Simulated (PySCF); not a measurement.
Isomers of C6H11BO3. Level of theory: PBE0-D3(BJ)/def2-SVP geometry optimisation, gas phase in PySCF. Energies are electronic, without zero-point or thermal terms, for one conformer each. No frequencies were run at this level. Point groups hold within 0.08 Å.

Question: Order them by energy at this level, lowest first, and give relative energies in kJ/mol.
A. `[CH3:1][CH:2]([CH3:3])[O:4][C:5]1=[O+:6][BH2-:7][O:8][CH:9]=[CH:10]1` with C1–C2–O4–C5 -152°, C2–O4–C5–O6 -2°, C5–O6–B7–O8 38°, O6–B7–O8–C9 -37°, B7–O8–C9–C10 15°, O4–C5–C10–C9 166°
B. `[CH3:1][CH:2]([CH3:3])[O:4][C:5]1=[CH:6][O:7][BH2-:8][O+:9]=[CH:10]1` with C1–C2–O4–C5 166°, C2–O4–C5–C6 -93°, C5–C6–O7–B8 -15°, C6–O7–B8–O9 42°, O7–B8–O9–C10 -43°, O4–C5–C10–O9 179°

Answer: A (0.0), B (106.2).

| SMILES | E (Eh) | E rel (kJ/mol) | dipole (D) | point group | A, B, C (MHz) |
| --- | --- | --- | --- | --- | --- |
| CC(C)OC1=[O+][BH2-]OC=C1 | -484.93916 | 0.0 | 4.58 | C1 | 3250, 766.0, 697.0 |
| CC(C)OC1=CO[BH2-][O+]=C1 | -484.89872 | 106.2 | 4.58 | C1 | 2966, 783.9, 699.3 |

Question: How do the relative energies change in single points at PBE0/pcSseg-1 (no added dispersion term) on the same geometries?

Answer: 
```
                  SMILES  PBE0-D3(BJ)/def2-SVP (kJ/mol)  PBE0/pcSseg-1 (kJ/mol)  shift
CC(C)OC1=[O+][BH2-]OC=C1                            0.0                     0.0    0.0
CC(C)OC1=CO[BH2-][O+]=C1                          106.2                   105.4   -0.8
```

Each column counts from its own lowest isomer. The order is unchanged; the largest shift is 0.8 kJ/mol.
